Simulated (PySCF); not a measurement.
## From a computed spectrum to the compound

A species of 5 atoms with charge 3 has these harmonic modes (B3LYP, small Gaussian bases with core potentials, PySCF 2.14.0):

```csv
cm⁻¹,km/mol,symmetry
246,60.1,b2
266,65.6,b1
400,30.6,a1
1173,20.0,b2
1240,5.1,b1
1432,313.7,a1
1544,230.1,a1
2990,95.0,a1
3139,79.6,b2
```

Task: Which species is it, and in which structure?

Result: [Ce(H2CO)]3+ (singlet in the valence; each metal's 4f electrons, 1 of them, lie in its core potential, out of spins and levels):
```xyz
5

Ce    0.0000    0.0000   -0.5010
O     0.0000    0.0000    1.7065
C     0.0000    0.0000    2.9751
H     0.9693    0.0000    3.5219
H    -0.9693    0.0000    3.5219
```
Ideal gas at 298.15 K and 1 bar: S = 287.3 J/(mol K), Cp = 56.4 J/(mol K), H − H(0 K) = 13.4 kJ/mol (rigid rotor, harmonic modes, spin degeneracy alone, that of the 4f electrons in the core included). An lcecp potential fixes the number of 4f electrons, so in runs with it no electron can move into or out of that shell.
 The answer isn't unique; the calculation gave this one.
